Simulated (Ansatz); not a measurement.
`C[O][SnH2][F]` and `C[O][SnH2][OH]` differ in one atom or group.

Ansatz, PBE0-D4/def2-TZVP geometries, multiplicity 1. Each molecule was computed in one conformer, which needn't be the lowest.

Elements past krypton have def2 core potentials.

| property | `C[O][SnH2][F]` |
| --- | --- |
| LUMO energy (B3LYP/def2-TZVPP) / eV | -0.90 |
| HOMO–LUMO gap (B3LYP/def2-TZVPP) / eV | 6.90 |
| HOMO–LUMO gap (PBE0/def2-TZVPP) / eV | 7.49 |
| HOMO energy (B3LYP/def2-TZVPP) / eV | -7.80 |
| HOMO energy (PBE/def2-TZVPP) / eV | -6.46 |
| HOMO energy (PBE0/def2-TZVPP) / eV | -8.04 |

Q: Give the same properties after the change, and the shifts. (Best estimate.)

A: The calculation gave: 
| property | `C[O][SnH2][OH]` | shift |
| --- | --- | --- |
| LUMO energy (B3LYP/def2-TZVPP) / eV | -0.71 | 0.19 |
| HOMO–LUMO gap (B3LYP/def2-TZVPP) / eV | 6.79 | -0.11 |
| HOMO–LUMO gap (PBE0/def2-TZVPP) / eV | 7.34 | -0.15 |
| HOMO energy (B3LYP/def2-TZVPP) / eV | -7.51 | 0.29 |
| HOMO energy (PBE/def2-TZVPP) / eV | -6.16 | 0.30 |
| HOMO energy (PBE0/def2-TZVPP) / eV | -7.74 | 0.30 |

With PBE0 the HOMO rises by 0.30 eV and the LUMO rises by 0.15 eV, so the gap narrows by about 0.15 eV. PBE moves the HOMO by 0.30 eV and ωB97M-V by 0.32 eV.

B3LYP here is the variant with VWN-RPA as its local correlation; programs differ in this.
